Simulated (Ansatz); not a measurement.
Ansatz results at the PBE0-D4/def2-TZVP geometry: HOMO–LUMO gap (PBE/def2-TZVPP) 4.83 eV; size of the dipole moment (B3LYP/def2-TZVPP) 2.69 D; LUMO energy (B3LYP/def2-TZVPP) -1.22 eV.

Each molecule was computed in one conformer, which needn't be the lowest.

Which molecule gave them?
A. `O=C1C[SiH]1[SiH2]O`
B. `B[SiH2]OCC`
C. `[SiH3]OCI`
D. `OB(S)[SiH2]Cl`

D. The others give `[SiH3]OCI`: 4.27, 1.60, -1.26; `O=C1C[SiH]1[SiH2]O`: 2.45, 3.58, -1.76; `B[SiH2]OCC`: 2.82, 1.18, -2.61.

B3LYP here is the variant with VWN-RPA as its local correlation; programs differ in this.
